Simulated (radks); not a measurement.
Species: Hg3+. Configuration: [Xe] 4f14 5d9 (the NIST ground configuration). Calculated with a radial shooting solver on a logarithmic mesh with Libxc functionals: Dirac Kohn-Sham, PBE, spin-unpolarised, spherical densities, finite nucleus; open shells fill j = l - 1/2 first; Fermi nuclear charge, rms radius 5.4648 fm.

Spin-orbit splittings of the eigenvalues, e(l+1/2) - e(l-1/2), with zeta = 2 splitting/(2l+1) and mean radii in bohr:

shell,occ.,splitting (eV),zeta (eV),<r> j=l-1/2,<r> j=l+1/2
2p,6,1948,1298,0.05692,0.06560
3p,6,431.4,287.6,0.1704,0.1863
3d,10,92.44,36.98,0.1621,0.1670
4p,6,104.2,69.44,0.4011,0.4353
4d,10,19.42,7.769,0.4424,0.4536
4f,14,4.195,1.199,0.4790,0.4858
5p,6,18.42,12.28,0.9686,1.062
5d,9,2.068,0.8272,1.361,1.406
